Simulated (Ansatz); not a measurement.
Single points on Si3Te.

```yaml
crystal:
  periodic: [false, false, false]
  atoms:
    - {symbol: Si, position_ang: [1.312401, 1.520705, 0.039995]}
    - {symbol: Si, position_ang: [-0.871844, 0.848340, -0.017033]}
    - {symbol: Si, position_ang: [0.966351, -0.739192, 0.020062]}
    - {symbol: Te, position_ang: [-1.406907, -1.629863, -0.043024]}
basis:
  gaussian: {orbitals: def2-TZVPD, initial_orbitals: start.molden}
hamiltonian: {xc: r2scan, dispersion: d4}
scf: {omitted_lower_state_checks: [starts]}
output: {orbitals: {seedname: orbitals}}
```

The file start.molden holds the orbitals of an earlier run on this structure, at another level or in another basis.

```sh
$ ansatz run in.yaml --threads 4 --pin off --events-out ev --progress --plain --max-ram 4787MiB
```

It prints (some lines left out):

```
Functional definition: r2SCAN
1274 factors; their error is unknown
mean field evaluation 1: about -30926.7440 eV, gradient 9.0e0 eV
mean field evaluation 2: about -30926.8120 eV, gradient 1.2e-1 eV
mean field evaluation 4: about -30926.7986 eV, gradient 2.2e-4 eV
mean field -30926.79858522 eV, -1136.5388850698 hartree, gradient 2.5e-5 eV, S^2 0.000000; 0 other end points of the search recorded, 0 dependent functions left out
reference -30926.79859639 eV, -1136.5388854803 hartree; 33, 33 occupied and 155, 155 virtual orbitals, 1274 factors
Total energy: -30926.84887323 eV, -1136.5407331201 hartree
Checks for a lower state left out: starts
```

Run time 5.5 s (4 threads of Arm Neoverse V1 on a shared host).

As the first input, with `gaussian: {orbitals: def2-TZVP, initial_orbitals: start.molden}`, `hamiltonian: {xc: pbe0, dispersion: d4}` (abridged; 2.4 s):

```
Functional definition: PBE0
mean field -30916.48936898 eV, -1136.1600283608 hartree, gradient 8.2e-6 eV, S^2 0.000000
Total energy: -30916.72242425 eV, -1136.1685929840 hartree
Checks for a lower state left out: starts
```

First input, but with `gaussian: {orbitals: def2-TZVP, initial_orbitals: start.molden}`, `hamiltonian: {xc: {name: BHLYP}, dispersion: d4}` (abridged; 2.4 s):

```
Functional definition: BHLYP
mean field -30923.76106799 eV, -1136.4272583707 hartree, gradient 1.7e-5 eV, S^2 0.000000
Total energy: -30924.25825535 eV, -1136.4455296691 hartree
Checks for a lower state left out: starts
```

The first input with `hamiltonian: {xc: pbe, dispersion: d4}` (abridged; 2.5 s):

```
Functional definition: PBE
mean field -30914.36238259 eV, -1136.0818630528 hartree, gradient 2.2e-5 eV, S^2 0.000000
Total energy: -30914.63597473 eV, -1136.0919173785 hartree
Checks for a lower state left out: starts
```

As the first input, with `gaussian: {orbitals: def2-TZVP, initial_orbitals: start.molden}`, `hamiltonian: {xc: {name: wB97M-V}}` (abridged; 7.5 s):

```
Functional definition: wB97M-V
mean field -30923.63378209 eV, -1136.4225806999 hartree, gradient 2.5e-5 eV, S^2 0.000000
Total energy: -30923.63381972 eV, -1136.4225820827 hartree
Checks for a lower state left out: starts
```

The first input with `gaussian: {orbitals: def2-TZVP, initial_orbitals: start.molden}`, `correlation: {method: mp2}` and without the key `hamiltonian` (abridged; 2.5 s):

```
Functional definition: HF
mean field -30851.29313725 eV, -1133.7641110363 hartree, gradient 4.2e-6 eV, S^2 0.000000; unrestricted orbitals would lower it
19 core orbitals not correlated: weight in the atoms' cores, before any rotation towards them, 1.000 or more for the frozen orbitals, at most 0.000 for the correlated occupied ones
second order -21.57555338 eV of doubles, -0.00000000 eV of singles
Total energy: -30872.86869063 eV, -1134.5569979988 hartree
Checks for a lower state left out: starts
```

As the first input, with `gaussian: {orbitals: def2-TZVPP, initial_orbitals: start.molden}`, `correlation: {method: ccsd_t}` and without the key `hamiltonian` (abridged; 35 s):

```
Functional definition: HF
mean field evaluation 16: about -30848.0842 eV, gradient 1.3e0 eV
mean field -30851.29879591 eV, -1133.7643189884 hartree, gradient 3.8e-6 eV, S^2 0.000000; 1 other end points of the search recorded, 0 dependent functions left out; unrestricted orbitals would lower it
mean field evaluation 32: about -30851.2782 eV, gradient 2.1e0 eV
determinant -30851.29879591 eV, -1133.7643189884 hartree, with singles and doubles -30872.50622511 eV, -1134.5436776365 hartree
determinant -30848.09498859 eV, -1133.6465812408 hartree, with singles and doubles -30869.24814555 eV, -1134.4239454211 hartree
19 core orbitals not correlated: weight in the atoms' cores, before any rotation towards them, 1.000 or more for the frozen orbitals, at most 0.000 for the correlated occupied ones
second order -21.70923369 eV of doubles, -0.00000000 eV of singles
cycle   1  -21.06375892 eV  change   -3.9e-1 eV  update   2.4e-2
cycle   2  -21.10029203 eV  change   -3.7e-2 eV  update   5.2e-3
cycle   3  -21.09535596 eV  change    4.9e-3 eV  update   2.8e-3
cycle   4  -21.09581749 eV  change   -4.6e-4 eV  update   1.0e-3
cycle   5  -21.09675060 eV  change   -9.3e-4 eV  update   6.5e-4
cycle   6  -21.09649699 eV  change    2.5e-4 eV  update   2.5e-4
cycle   7  -21.09656393 eV  change   -6.7e-5 eV  update   8.1e-5
cycle   8  -21.09659074 eV  change   -2.7e-5 eV  update   3.4e-5
perturbative correction -1.25383181 eV, -0.0460774692 hartree
Total energy: -30873.64921847 eV, -1134.5856818676 hartree
Checks for a lower state left out: starts
```

Geometry: PBE-D4/def2-SVP.

In the def2 sets Te takes a core potential; there is no spin–orbit coupling. Correlated methods freeze 19 core orbitals; core or outer-core shells of Te are correlated, in sets that lack core-valence functions. At MP2/def2-TZVP, CCSD(T)/def2-TZVPP the restricted singlet (for correlated methods, its reference) is unstable: a solution with broken spin symmetry lies lower. The structure comes from a short search, and lower isomers may exist.
